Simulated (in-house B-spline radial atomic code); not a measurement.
The numbers below are computed, except where a source is named.
# Correlation energy from the adiabatic connection: ω²r²/2 − Z/r, ω = 1.23, Z = 1

Two electrons in a singlet, external potential ω²r²/2 − Z/r, ω = 1.23, Z = 1 (atomic units). Full CI in B-splines (partial waves to l = 8, correlation up to 0.6 % small) with the density held fixed gives W(λ) = <V_ee>_λ − U, and E_c is the integral of W(λ) − W(0) from 0 to 1.

```csv
λ,W(λ) − W(0) (hartree)
0,0.00000
0.02,-0.00186
0.05,-0.00462
0.12,-0.01091
0.25,-0.02209
0.4,-0.03423
0.6,-0.04924
0.8,-0.06306
1,-0.07581
```

(1) Integrate the table by the trapezoid rule.

(2) Now use only three numbers: W(0) = -1.0251, the initial slope W'(0) = -0.09341 (extrapolated from the first points) and the strong-coupling limit of the point-charge-plus-continuum model, W∞ = -1.4183. What do second-order theory and the interpolation W(λ) = W∞ + (W(0) − W∞)/√(1 + 2χλ) of Seidl, Perdew and Levy give?

## Answers

(1) The strips give -0.00002, -0.00010, -0.00054, -0.00215, -0.00422, -0.00835, -0.01123, -0.01389, which sum to -0.04049 hartree. The direct value, W(1) − W(0) + T_c with T_c = 0.03524, is -0.04057; the curve is convex, so chords lie above it and the trapezoids fall short in size by 0.18 %.

(2) Second order keeps the slope alone: E_c = W'(0)/2 = -0.04671, +15 % in size against -0.04057. Matching the slope fixes χ = W'(0)/(W∞ − W(0)) = -0.09341/(-0.39320) = 0.23756. Integrating, with s = √(1 + 2χ) = 1.214548, E_c = −(W(0) − W∞)(s − 1)/(s + 1) = −0.39320 × 0.214548/2.214548 = -0.03809 hartree, -6.1 % in size against the full result. At λ = 1 the formula gives W − W(0) = -0.06946 against -0.07581. Part of the miss can come from the model's W∞.
